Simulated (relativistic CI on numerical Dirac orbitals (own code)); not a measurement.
# Radial parameters of As18+

Calculated at this level of theory: Dirac-Coulomb-Breit CI, separate exchange-only KLI orbitals for each configuration, model QED (radiative potential, 1s self-energy scaled to tabulated hydrogen-like ionisation energies), unscaled Slater integrals (own radial code, finite nucleus).

Slater integrals F^k, G^k are unscaled and averaged over j, outside the closed core [Ne]; ζ comes from projecting the Hamiltonian with its Breit term on Σ l·s of the shell.

- 3s²3p³: F^2(3p,3p) = 197480, ζ(3p) = 40320 cm⁻¹; <r>(3p) = 0.5055, <r^2>(3p) = 0.2943 (bohr units).
- 3s3p⁴: F^2(3p,3p) = 197280, G^1(3s,3p) = 252590, ζ(3p) = 40281 cm⁻¹; <r>(3s) = 0.515, <r^2>(3s) = 0.3015, <r>(3p) = 0.506, <r^2>(3p) = 0.2949 (bohr units).
- 3s²3p²3d: F^2(3p,3p) = 197170, ζ(3p) = 40252, F^2(3p,3d) = 197140, G^1(3p,3d) = 217230, G^3(3p,3d) = 143410, ζ(3d) = 4157.7 cm⁻¹; <r>(3p) = 0.5063, <r^2>(3p) = 0.2953, <r>(3d) = 0.4606, <r^2>(3d) = 0.2463 (bohr units).

Averages of the first 10 configurations, taken without configuration mixing, which lowers the lowest level and can move excited configurations by several eV; other configurations of the list can lie among them:

| Configuration | Parity | States | Average energy above the lowest level (eV) |
| --- | --- | --- | --- |
| 3s²3p³ | odd | 20 | 15.4 |
| 3s3p⁴ | even | 30 | 77.5 |
| 3s²3p²3d | even | 150 | 99.2 |
| 3p⁵ | odd | 6 | 148.2 |
| 3s3p³3d | odd | 400 | 157.6 |
| 3p⁴3d | even | 150 | 224.5 |
| 3s3p²3d² | even | 1350 | 240.6 |
| 3s²3p3d4p | even | 360 | 451.4 |
| 3s²3p²4s | even | 30 | 344.4 |
| 3p⁴4s | even | 30 | 471.4 |
